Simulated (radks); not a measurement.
The numbers below are computed, except where a source is named.
The hydrogen anion H- inside a hard spherical wall (all orbitals vanish at R), configuration held at [He] and not refilled when levels cross. Code: a radial shooting solver on a logarithmic mesh with Libxc functionals. Model: non-relativistic Kohn-Sham, LDA (Slater exchange, VWN5 correlation), spin-polarised, spherical densities, point nucleus. Eigenvalues in eV for spin up, with the zero of energy where the potential of the charges vanishes at infinity; a dash marks a level that is unbound or too diffuse for the functional's potential to be trusted. A positive occupied level is held by the wall or, in an anion where self-interaction has pushed it up, behind a barrier. The pressure on the wall is -dE/dV.

| R (bohr) | E (hartree) | kinetic (hartree) | e(1s) | e(2p, empty) | e(2s, empty) | pressure (GPa) |
|---|---|---|---|---|---|---|
| 8 | -0.50192 | 0.513 | 2.524 | 6.996 | 7.674 | 0.226 |
| 5 | -0.43868 | 0.669 | 5.392 | 14.319 | 18.829 | 5.14 |
| 4 | -0.34933 | 0.855 | 8.288 | 20.932 | 29.772 | 20.3 |
| 3.5 | -0.25865 | 1.025 | 10.813 | 26.520 | 39.298 | 44.7 |
| 3 | -0.10105 | 1.298 | 14.750 | 35.089 | 54.193 | 109 |
| 2 | 0.79362 | 2.634 | 33.508 | 75.053 | 125.82 | 1020 |
| 1.5 | 2.23224 | 4.538 | 59.856 | 130.42 | 227.50 | 4750 |
